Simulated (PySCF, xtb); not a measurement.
Cl2HSi, SMILES [SiH](Cl)Cl (connectivity only; charge and spin as stated), charge +1, multiplicity 1.

Harmonic wavenumbers (cm⁻¹) from GFN2-xTB (xtb 6.7.1) at its own minimum, in rising order: 155, 519, 549, 584, 729, 2369.

**Question.** What does PySCF 2.14.0 with PBE-D3(BJ)/def2-TZVP give at its own minimum? (The exact figures need the calculation; the answer reports its results.)

**Answer.** 195, 489, 565, 699, 781, 2253. Paired by order, the mean absolute difference is 62 cm⁻¹ and the zero-point energies are 7.0 and 7.1 kcal/mol.
